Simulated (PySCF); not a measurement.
# Radial density of Ni (nickel, neutral)

PBE0, [Ar] 3d8 4s2, high-spin 3F determinant. All numbers are calculated (PySCF 2.14, the spin-free X2C one-electron Hamiltonian (Gaussian nucleus), in x2c-SVPall).

| r (bohr) | 4πr²ρ (e/bohr) | 4πr²(ρα − ρβ) |
| --- | --- | --- |
| 0.000831 | 0.1727 | 0.0000 |
| 0.00140 | 0.4701 | 0.0000 |
| 0.00235 | 1.213 | 0.0000 |
| 0.00395 | 2.903 | 0.0001 |
| 0.00665 | 6.667 | 0.0002 |
| 0.0112 | 13.91 | 0.0003 |
| 0.0188 | 24.69 | 0.0005 |
| 0.0316 | 33.37 | 0.0006 |
| 0.0532 | 31.07 | 0.0011 |
| 0.0895 | 27.03 | 0.0105 |
| 0.151 | 37.51 | 0.1012 |
| 0.253 | 28.40 | 0.5337 |
| 0.426 | 16.06 | 1.5957 |
| 0.717 | 19.72 | 2.0397 |
| 1.21 | 7.153 | 1.0083 |
| 2.03 | 1.667 | 0.1816 |
| 3.41 | 0.5877 | 0.0038 |
| 5.74 | 0.04702 | -0.0053 |
| 9.65 | 0.0003535 | -0.0001 |

Densities and radii are taken from the X2C orbitals without a picture-change correction, which distorts them close to the nucleus.

(1) Where is the radial spin density 4πr²(ρα − ρβ) most negative, and why is it negative at all?

Answers

(1) Around r = 5.74 bohr, down to -0.0053 e/bohr: exchange with the open shell polarises the paired shells in an unrestricted calculation.
